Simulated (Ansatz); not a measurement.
Relaxation of CH₄B₂O (8 atoms, charge 0, multiplicity 1), to a largest force component of 0.02 eV/Å in at most 50 steps.

These are results of RKS B3LYP/def2-mTZVP in Ansatz 0.2.0, not measurements.

```xyz
8
Properties=species:S:1:pos:R:3
B -0.339 1.628 0.077
C 0.512 0.676 -0.476
O 0.655 -0.689 -0.366
B -0.158 -1.489 0.305
H -0.959 2.511 0.458
H 1.266 1.076 -1.163
H 0.139 -2.624 0.294
H -0.268 0.260 0.162
```

Where does it end, and by what steps?

The run converged. After 21 steps the energy has fallen by 6.273 eV; H8 moved furthest, 1.36 Å. Parted: B1–H8, C2–H8. Joined: B4–H8.

| step | energy less start (eV) | largest force component (eV/Å) | accepted |
| --- | --- | --- | --- |
| 0 | 0.0000 | 7.210 | yes |
| 1 | -1.6115 | 5.528 | yes |
| 2 | -3.3762 | 3.487 | yes |
| 3 | -4.5947 | 1.980 | yes |
| 4 | -5.5450 | 1.338 | yes |
| 5 | -5.9863 | 0.847 | yes |
| 6 | -6.0679 | 1.105 | yes |
| 7 | -6.1238 | 0.370 | yes |
| 8 | -6.1377 | 0.104 | yes |
| 9 | -6.1401 | 0.158 | yes |
| 10 | -6.1466 | 0.252 | yes |
| 11 | -6.1556 | 0.296 | yes |
| 12 | -6.1676 | 0.357 | yes |
| 13 | -6.1818 | 0.373 | yes |
| 14 | -6.2291 | 0.624 | yes |
| 15 | -6.2319 | 0.936 | yes |
| 16 | -6.2580 | 0.307 | yes |
| 17 | -6.2661 | 0.234 | yes |
| 18 | -6.2728 | 0.065 | yes |
| 19 | -6.2733 | 0.029 | yes |
| 20 | -6.2733 | 0.028 | yes |
| 21 | -6.2734 | 0.020 | yes |

```xyz
8
Properties=species:S:1:pos:R:3
B -0.177 1.733 -0.067
C 0.697 0.806 -0.631
O 0.764 -0.578 -0.501
B -0.110 -1.267 0.263
H -0.849 2.594 0.348
H 1.480 1.187 -1.286
H 0.024 -2.447 0.316
H -0.980 -0.681 0.848
```

Whether the end is a true minimum wasn't checked by a vibrational analysis.

The run took 43 s on 2 threads of Arm Neoverse V1, on a shared host, peak memory 0.16 GiB.
